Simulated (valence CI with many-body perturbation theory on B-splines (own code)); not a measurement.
Ta²³⁺: key properties

Computed by relativistic CI+MBPT: four valence electrons over a frozen Dirac-Fock core [Kr] 4d10, a basis of 7 s, 7 p, 7 d, 7 f, 4 g, 2 h functions for each j, with the one-electron correlation potential Σ1 (screened to all orders), the two-electron term Σ2, the three-electron term Σ3, Breit, model QED; selected single and double excitations, second order for the rest, scaled by the run's own slope (own B-spline code, finite nucleus).

No measured levels were compared; by estimate terms of the open shell hold to a few per cent of their energy, and close levels can change places.

Names give the largest LS component (configuration and term), which can be under half, so a name can repeat, a term be missing and a line seem to break the LS rules; names also repeat where a configuration has a term twice.

Rates and lifetimes use the calculated energies. Strong lines usually hold to 10 to 20 %, long lifetimes can be off by a factor of two.

(1) What is the ground level?

(2) Where does the other parity begin?

(3) Name the longest-lived excited levels whose lifetime is computed, and their main decay.

(4) How well does LS coupling describe the low levels?

(5) How is the term 5I of the ground level split?

## Answers

(1) 4f4 5I_4, composition 84 % 4f4 5I + 14 % 4f4 3H, g = 0.634.

(2) At 4f3 5s 5I°_4, 83.09 eV.

(3) 4f4 5F_2 at 4.24 eV lives 63.8 s, mostly by E2 to 4f4 5I_4; 4f4 5F_1 at 4.73 eV lives 280 ms, mostly by M1 to 4f4 5F_2; 4f4 3P_0 at 9.86 eV lives 92.7 ms, mostly by M1 to 4f4 5F_1.

(4) Among the lowest 20 levels the leading LS term, summed over configurations, holds 60 % on average. For single configurations the figures are 60 % in LS and 64 % in jj coupling. Terms mix most in the J = 4 level at 5.12 eV, where the leading one holds 28 %.

(5) J = 4 at 0.00, J = 5 at 1.53, J = 6 at 2.88, J = 7 at 4.00, J = 8 at 4.96 eV.
